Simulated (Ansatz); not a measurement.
Z-matrix (Å, degrees):
```
O
C 1 1.4300
H 2 1.0966 1 107.02
H 2 1.1012 3 109.98 1 -118.79
H 2 1.1027 3 109.95 4 -121.30
C 1 1.4301 2 114.28 3 -177.40
H 6 1.0966 1 107.01 2 177.23
H 6 1.1012 7 110.01 1 118.78
H 6 1.1028 7 109.95 8 121.32
Al 1 2.0076 2 118.39 3 35.53
H 10 1.5985 1 98.57 2 -46.89
H 10 1.5986 11 119.25 3 128.22
H 10 1.6036 11 116.88 3 -81.93
```
Charge 0, multiplicity 1.

Method: Ansatz (a quantum-chemistry and plane-wave program) with frozen-core CCSD(T)/cc-pVTZ // B3LYP-D3(BJ)/def2-SVP.

The HF energy comes out as -397.80288 Ha and the MP2 correlation energy comes out as -0.70059 Ha.

Q: Estimate the CCSD correlation energy, the (T) correction, the total energy and the T1 diagnostic.

A: 
| Item | Value |
|---|---|
| CCSD correlation energy | -0.75266 Ha |
| (T) correction | -0.02521 Ha |
| CCSD(T) total energy | -398.58075 Ha |
| T1 diagnostic | 0.010 |
